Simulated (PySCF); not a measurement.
SMILES OB(O)[SiH2][SeH] (PBE0/def2-SVP optimised geometry):

```
10

O      1.388    -1.454    -0.961
B      0.599    -0.899     0.000
O      1.195    -0.258     1.035
Si    -1.438    -0.899     0.000
Se    -2.159     1.283     0.000
H      0.899    -1.874    -1.674
H      2.159    -0.263     0.954
H     -2.010    -1.663     1.154
H     -2.018    -1.486    -1.251
H     -1.162     1.663     1.015
```

Calculation: PBE0/def2-TZVP (PySCF).

**Question.** What are the frontier orbital energies and the dipole moment?

**Answer.** HOMO-2 -9.19 eV, HOMO-1 -8.33 eV, HOMO -6.79 eV, LUMO -0.68 eV, LUMO+1 0.23 eV; dipole moment 2.26 D.

Meta-Löwdin charges at PBE0/def2-TZVP: O1 -0.51, B2 0.28, O3 -0.51, Si4 0.35, Se5 -0.23, H6 0.36, H7 0.35, H8 -0.08, H9 -0.08, H10 0.08.
